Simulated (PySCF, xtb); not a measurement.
C3H9FSi, SMILES [SiH2](CCC)F.

GFN2-xTB (xtb) at its own geometry gives an orbital gap of 5.92 eV and a dipole moment of 2.04 D.

Geometry: PBE-D3(BJ)/def2-SVP. The values are those of a single conformer.

### Question
What does PBE/def2-TZVP in PySCF give? (Estimate from the structure and the level; the computed values follow.)

### Answer
gap 6.48 eV (levels -7.17 and -0.69 eV), dipole 2.03 D.
